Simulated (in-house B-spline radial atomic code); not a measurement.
Ar⁸⁺. Computed with a B-spline radial atomic code. Model: all-electron spherical atom, spin shells full or empty, radial basis limit, no spin-orbit coupling, Breit or QED, empty-state partial waves extrapolated as (l+1/2)^-4, RPA, G0W0 and static COHSEX of the highest shell as one setting changes (uncorrelated shells keep exact exchange).

Empty levels are discrete states of a finite basis, so the steps are uneven.

Given: element Ar; charge 8; filled core He; hamiltonian non-relativistic; mean-field start PBE0; highest l of empty states 9; lowest nl shells left uncorrelated 0; highest mean-field shell 2p; box radius 7.7 bohr.

Shell: 2s 1 1, 2p 3 3 (electrons up and down).

| highest empty level kept (hartree) | RPA correlation energy (hartree) | G0W0 level (eV) | G0W0 minus most complete (meV) | COHSEX level (eV) | linearised minus solved G0W0 (meV) |
| --- | --- | --- | --- | --- | --- |
| 27 | -0.27379 | -421.52 | 1336.1 | -423.54 | -10.6 |
| 54 | -0.37304 | -421.98 | 872.9 | -424.81 | -11 |
| 94.5 | -0.44165 | -422.31 | 542 | -425.73 | -11.3 |
| 162 | ? | ? | ? | ? | ? |
| 270 | -0.53506 | -422.7 | 149.3 | -426.77 | -11.8 |
| 486 | -0.56637 | -422.79 | 60.2 | -426.99 | -11.9 |
| 810 | -0.58588 | -422.83 | 24.1 | -427.07 | -11.9 |
| 1620 | -0.59925 | -422.85 | 6.3 | -427.12 | -12 |
| 3240 | -0.60575 | -422.85 | 1.3 | -427.13 | -12 |
| 6750 | ? | ? | ? | ? | ? |
| 16200 | -0.60846 | -422.85 | 0 | -427.13 | -12 |
| 54000 | -0.60863 | -422.85 | 0 | -427.13 | -12 |

(1) What follows for highest empty level kept = 6750?

(2) What follows for highest empty level kept = 162?

## Answers

(1) RPA correlation energy -0.60781 hartree; G0W0 level -422.85 eV; G0W0 minus most complete 0.3 meV; COHSEX level -427.13 eV; linearised minus solved G0W0 -12 meV.

(2) RPA correlation energy -0.4937 hartree; G0W0 level -422.55 eV; G0W0 minus most complete 302.2 meV; COHSEX level -426.37 eV; linearised minus solved G0W0 -11.6 meV.
